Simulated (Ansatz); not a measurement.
NbO₃H⁺, relaxed as a doublet with UKS B3LYP-D4/def2-TZVP in Ansatz, starting from the B3LYP-D4/def2-TZVP geometry of the neutral singlet. Force threshold 0.02 eV/Å.

In the def2 sets Nb takes a core potential; there is no spin–orbit coupling. The structure comes from a short search, and lower isomers may exist.

Start:

```
atom   x (Å)   y (Å)   z (Å)
 Nb1   0.507   0.515  -0.122
  O2  -0.206   1.543   1.066
  O3   1.969  -0.135   0.524
  O4  -0.677  -0.843  -0.817
  H5  -1.593  -1.080  -0.650
```

```csv
step,energy (eV),largest force component (eV/Å),SCF passes
1,-7704.2449,3.589,28
2,-7704.4841,0.786,39
3,-7704.5379,0.738,40
4,-7704.5628,0.567,38
5,-7704.5739,0.411,35
6,-7704.5776,0.313,35
7,-7704.5794,0.092,35
8,-7704.5796,0.018,35
```

Force components are those of the run's own axes.

End:

```xyz
5

Nb    0.486    0.609   -0.271
O    -0.140    1.472    1.051
O     1.873   -0.197    0.617
O    -0.713   -0.682   -0.797
H    -1.506   -1.203   -0.599
```

By distances, no bond broke or formed. The bond that changes most is Nb1–O3, from 1.73 to 1.83 Å (atoms count from 1).

No frequencies were taken in this run, so the end may be a saddle point.

Hardware: 2 threads of Arm Neoverse V2 on a shared host. Wall time 22 s.
